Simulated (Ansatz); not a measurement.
System: C₄H₃OSe, net charge -1, singlet state. It need not be the lowest isomer of its formula. Whether it binds its extra electron was not tested at this geometry. 
Structure (B3LYP-D3(BJ)/def2-TZVP (Ansatz, a quantum-chemistry and plane-wave program) minimum search):
SMILES: Oc1[c-]c[se]c1
```xyz
9

O     -2.2101     1.5806    -0.7629
C     -1.0418     0.9282    -0.3904
C      0.1626     1.7022    -0.2500
C      1.1837     0.9152     0.1120
Se     0.6930    -0.9992     0.3240
C     -1.0285    -0.4133    -0.1616
H     -1.9015     2.4957    -0.8476
H      2.2236     1.1385     0.3081
H     -1.8592    -1.0999    -0.2327
```
Charge -1, spin multiplicity 1.

Basis-set convergence of Hartree-Fock and CCSD(T) correlation energies (hartree) with Ansatz. Correlated levels leave the core frozen unless marked. No spin-orbit coupling. Frozen are the shells of the preceding noble gas and the d and f shells that filled before the atom's block. No relativistic terms.

The Hartree-Fock reference is unstable (checked in the largest basis), which strains HF and MP2. 

```csv
basis,functions,E(HF),"E(corr, CCSD(T))"
aug-cc-pVDZ,178,-2627.84467,-0.95343
aug-cc-pVTZ,358,-2627.96960,-1.13502
aug-cc-pVQZ,631,-2627.98593,-1.19050
```

Extrapolating the two largest sets (X = 3 and 4) as X^-3: E(corr) = (64·(-1.19050) - 27·(-1.13502))/37 = -1.2310 Eh, an estimate of the basis-set limit. The largest set recovers 96.7 % of it, the smallest 77.5 %.
